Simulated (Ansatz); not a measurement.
F$_{4}$Ga$_{2}$H$_{2}$O$_{2}$ (`[F][Ga-]1([F])[OH+][Ga-]([F])([F])[OH+]1`). Total charge 0; spin multiplicity 1. Correlated methods include outer-core shells of Ga, which these sets cover unevenly. Scalar relativity is left out up to krypton.

```json
{"atom": "F1", "x (Å)": "2.5981", "y (Å)": "0.0231", "z (Å)": "-0.9077"}
{"atom": "Ga2", "x (Å)": "1.2512", "y (Å)": "-0.7108", "z (Å)": "-0.0897"}
{"atom": "F3", "x (Å)": "1.3945", "y (Å)": "-2.2897", "z (Å)": "0.6236"}
{"atom": "O4", "x (Å)": "-0.4204", "y (Å)": "-0.6116", "z (Å)": "-1.0233"}
{"atom": "Ga5", "x (Å)": "-1.2515", "y (Å)": "0.7105", "z (Å)": "0.0889"}
{"atom": "F6", "x (Å)": "-2.5981", "y (Å)": "-0.0223", "z (Å)": "0.9085"}
{"atom": "F7", "x (Å)": "-1.3937", "y (Å)": "2.2901", "z (Å)": "-0.6228"}
{"atom": "O8", "x (Å)": "0.4201", "y (Å)": "0.6112", "z (Å)": "1.0226"}
{"atom": "H9", "x (Å)": "-0.8960", "y (Å)": "-1.4252", "z (Å)": "-1.2141"}
{"atom": "H10", "x (Å)": "0.8957", "y (Å)": "1.4247", "z (Å)": "1.2139"}
```

(1) Give the diagnostics of a CCSD(T)/def2-TZVPP run (frozen core, Ansatz). (Estimate.)

## Answers

(1) Computed: T1 = 0.0135, largest single amplitude 0.026, largest double 0.017, (T) share of the correlation energy 3.2 %, 9 CCSD cycles. The RHF solution is stable towards an unrestricted one. T1 lies under the customary mark of 0.02 for closed shells.
